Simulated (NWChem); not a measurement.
CH4AlFO; SMILES [CH3][Al]([OH])[F]

```xyz
8

Al    -0.0050    -0.0488     0.0000
F     -1.4376    -0.9053     0.0000
C     -0.0024     1.8819     0.0000
H     -0.5276     2.2766    -0.8848
H      1.0217     2.2841     0.0000
H     -0.5276     2.2766     0.8848
O      1.4424    -0.9323     0.0000
H      1.5130    -1.8881     0.0000
```
Atoms are numbered in this order, from 1.

The geometry was optimised at PBE0/def2-SVP.

Symmetry labels are those of Cs in the frame above (b1 and b2, or b-type labels, depend on it).

Q: List the 6 lowest vertical singlet excitations and the 6 lowest triplet ones from LDA (Slater exchange, VWN5)/def2-SVP, full TDDFT (NWChem).

A: 
```json
[
 {"state": "S1", "energy (eV)": "6.62", "oscillator strength": "0.027", "symmetry": "a\"", "leading excitation (squared amplitude)": "HOMO → LUMO (0.98)"},
 {"state": "S2", "energy (eV)": "6.79", "oscillator strength": "0.024", "symmetry": "a'", "leading excitation (squared amplitude)": "HOMO−1 → LUMO (0.67)"},
 {"state": "S3", "energy (eV)": "7.04", "oscillator strength": "0.009", "symmetry": "a\"", "leading excitation (squared amplitude)": "HOMO−1 → LUMO+1 (0.92)"},
 {"state": "S4", "energy (eV)": "7.21", "oscillator strength": "0.161", "symmetry": "a'", "leading excitation (squared amplitude)": "HOMO−2 → LUMO (0.73)"},
 {"state": "S5", "energy (eV)": "7.45", "oscillator strength": "0.045", "symmetry": "a\"", "leading excitation (squared amplitude)": "HOMO−2 → LUMO+1 (0.89)"},
 {"state": "S6", "energy (eV)": "7.71", "oscillator strength": "0.100", "symmetry": "a'", "leading excitation (squared amplitude)": "HOMO → LUMO+1 (0.82)"},
 {"state": "T1", "energy (eV)": "6.29", "oscillator strength": "spin-forbidden", "symmetry": "a'", "leading excitation (squared amplitude)": "HOMO−1 → LUMO (0.95)"},
 {"state": "T2", "energy (eV)": "6.30", "oscillator strength": "spin-forbidden", "symmetry": "a\"", "leading excitation (squared amplitude)": "HOMO → LUMO (0.98)"},
 {"state": "T3", "energy (eV)": "6.48", "oscillator strength": "spin-forbidden", "symmetry": "a'", "leading excitation (squared amplitude)": "HOMO → LUMO+1 (0.80)"},
 {"state": "T4", "energy (eV)": "6.68", "oscillator strength": "spin-forbidden", "symmetry": "a'", "leading excitation (squared amplitude)": "HOMO−2 → LUMO (0.79)"},
 {"state": "T5", "energy (eV)": "6.71", "oscillator strength": "spin-forbidden", "symmetry": "a\"", "leading excitation (squared amplitude)": "HOMO−1 → LUMO+1 (0.95)"},
 {"state": "T6", "energy (eV)": "7.04", "oscillator strength": "spin-forbidden", "symmetry": "a\"", "leading excitation (squared amplitude)": "HOMO−2 → LUMO+1 (0.94)"}
]
```
